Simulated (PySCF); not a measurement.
A series of related molecules.

All values: CAM-B3LYP/def2-SVPD (PySCF) at GFN2-xTB geometries, gas phase, one conformer each. Core orbitals are frozen in the response; Δα² is half the sum of the squared differences of the principal polarisabilities.

**Question.** Rank by HOMO–LUMO gap, lowest first.
A. `Cc1ccnn1[SiH3]`
B. `Fc1cnn([SiH3])c1`
C. `CC1=C(Cl)C=NN1[SiH3]`

**Answer.** C (9.01 eV), A (9.23 eV), B (9.37 eV).

**Question.** Rank by HOMO energy, lowest first.
A. `Cc1c(F)cnn1[SiH2]F`
B. `Fc1cnn([SiH3])c1`
C. `Cc1c(Cl)cnn1[SiH3]`

**Answer.** B (-8.51 eV), A (-8.39 eV), C (-8.10 eV).

All values together:

| SMILES | change | formula | μ (D) | HOMO (eV) | LUMO (eV) | α (Å³) | Δα (Å³) | electrons | α per electron (Å³) |
| --- | --- | --- | --- | --- | --- | --- | --- | --- | --- |
| Cc1c(F)cnn1[SiH3] | parent | C4H7FN2Si | 2.71 | -8.20 | 0.92 | 12.39 | 5.33 | 68 | 0.182 |
| Cc1c(Cl)cnn1[SiH3] | F replaced by Cl | C4H7ClN2Si | 2.79 | -8.10 | 0.91 | 14.43 | 7.18 | 76 | 0.190 |
| Cc1ccnn1[SiH3] | terminal F group replaced by H | C4H8N2Si | 2.44 | -8.18 | 1.05 | 12.32 | 5.17 | 60 | 0.205 |
| Fc1cnn([SiH3])c1 | terminal C group replaced by H | C3H5FN2Si | 2.45 | -8.51 | 0.85 | 10.63 | 4.95 | 60 | 0.177 |
| FCc1c(F)cnn1[SiH3] | H on C replaced by F | C4H6F2N2Si | 1.56 | -8.59 | 0.65 | 12.47 | 5.29 | 76 | 0.164 |
| Fc1cnn([SiH3])c1[SiH3] | C replaced by Si | C3H7FN2Si2 | 2.12 | -8.51 | 0.58 | 14.53 | 5.83 | 76 | 0.191 |
| Cc1c(F)cnn1[SiH2]F | H on Si replaced by F | C4H6F2N2Si | 1.82 | -8.39 | 0.54 | 12.06 | 5.37 | 76 | 0.159 |

Conformers: `[F:1][CH2:2][c:3]1[c:4]([F:5])[cH:6][n:7][n:8]1[SiH3:9]` with F1–C2–C3–C4 141°; `[CH3:1][c:2]1[c:3]([F:4])[cH:5][n:6][n:7]1[SiH2:8][F:9]` with N6–N7–Si8–F9 -135°.

**Question.** Give the shifts from the parent, `Cc1c(F)cnn1[SiH3]`.

**Answer.** 
```csv
SMILES,change in μ (D),change in HOMO (eV),change in LUMO (eV),change in mean α (Å³)
Cc1c(Cl)cnn1[SiH3],+0.08,+0.10,-0.01,+2.04
Cc1ccnn1[SiH3],-0.27,+0.02,+0.13,-0.07
Fc1cnn([SiH3])c1,-0.26,-0.31,-0.07,-1.76
FCc1c(F)cnn1[SiH3],-1.15,-0.39,-0.27,+0.08
Fc1cnn([SiH3])c1[SiH3],-0.59,-0.31,-0.34,+2.14
Cc1c(F)cnn1[SiH2]F,-0.89,-0.19,-0.38,-0.33
```

**Question.** How closely does the mean polarisability follow the number of electrons in this set?

**Answer.** The correlation coefficient is 0.66; α per electron runs from 0.159 to 0.205 Å³.
